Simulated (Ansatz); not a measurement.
Species: CF$_{3}$, SMILES `F[C-](F)F` (charge -1, multiplicity 1), formula CF3.

Task: How many basis functions does Ansatz (a first-principles code) with frozen-core CCSD(T)/aug-cc-pVTZ // PBE-D3(BJ)/def2-TZVPD use, how many core orbitals are frozen, and how many electrons are correlated?

Result: 184 basis functions and 4 frozen orbitals, which leaves 26 correlated electrons. Core time is of the order of minutes.
